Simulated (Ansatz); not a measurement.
Consider the ligand exchange at the Sn–F bond: `C[O][Sn]([F])([F])[F]` + CH₃OH → `C[O][Sn]([F])([F])[O]C` + H–F.

Computed with Ansatz on PBE0-D4/def2-TZVP structures; ΔE is electronic, products minus reactants. CCSD(T)/CBS is the MP2 limit (def2-TZVPP, def2-QZVPP) plus CCSD(T) − MP2 in def2-TZVPP, frozen cores. This one scheme is used for every species. Functionals use def2-TZVPP. Elements past krypton have def2 core potentials. For Sn outer-core shells are correlated without core-valence functions, which leaves a few kJ/mol of doubt a bond. One conformer a species, not always the lowest.

```tsv
level	ΔE (eV)
B97M-V	0.36
r2SCANh-D4	0.29
r2SCANh	0.31
MP2/def2-SVP	0.27
HF/def2-TZVPP	0.38
HF/def2-QZVPP	0.41
HF/CBS(def2)	0.41
CCSD/CBS(def2)	0.22
```

Problem. What does CCSD(T)/CBS give? (An estimate is asked.)

Solution. The calculation gave: +0.20 eV. The listed levels differ from it by 0.16, 0.09, 0.11, 0.07, 0.18, 0.21, 0.21, 0.02 eV.

Largest T1 diagnostic among the species: 0.015.

Leaving LDA and LC-ωPBE aside and taking each functional with its dispersion term where it has one, the values, not all of them listed here, spread over 0.11 eV, from PBE-QIDH to B97M-V. LDA lies −0.09 eV from PBE without D4. At CCSD(T), def2-SVP lies +0.07 eV from the extrapolated value and def2-TZVPP +0.00 eV. In def2-TZVPP, CCSD(T) changes the Hartree–Fock value by −0.19 eV (the triples alone add −0.03 eV) and MP2 by −0.22 eV.
